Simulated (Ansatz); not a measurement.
`CC1=CC(C(F)(F)F)=[O+][Ga-]([CH3])([CH3])[O]1`, charge 0, multiplicity 1.

**Question.** Give a relaxed structure at PBE0-D4/def2-TZVP (the Gaussian-basis code of Ansatz). (An estimate is asked.)

**Answer.** Ansatz gave: 
Cartesian coordinates in Å:
```
C 1.643 -2.439 1.007
C 0.921 -1.224 0.521
C 1.650 -0.048 0.260
C 1.067 1.122 -0.190
C 1.961 2.345 -0.441
F 1.870 2.724 -1.715
F 3.247 2.111 -0.176
F 1.567 3.364 0.323
O -0.146 1.351 -0.439
Ga -1.599 0.031 -0.246
C -2.638 0.571 1.325
C -2.123 -0.489 -2.061
O -0.325 -1.344 0.377
H 1.221 -2.740 1.969
H 2.714 -2.276 1.111
H 1.463 -3.260 0.309
H 2.717 -0.060 0.419
H -3.318 -0.225 1.637
H -3.237 1.459 1.112
H -1.975 0.801 2.162
H -1.241 -0.711 -2.665
H -2.679 0.313 -2.553
H -2.760 -1.376 -2.046
```
Point group Cs.
This is one stationary point; other conformers may exist.
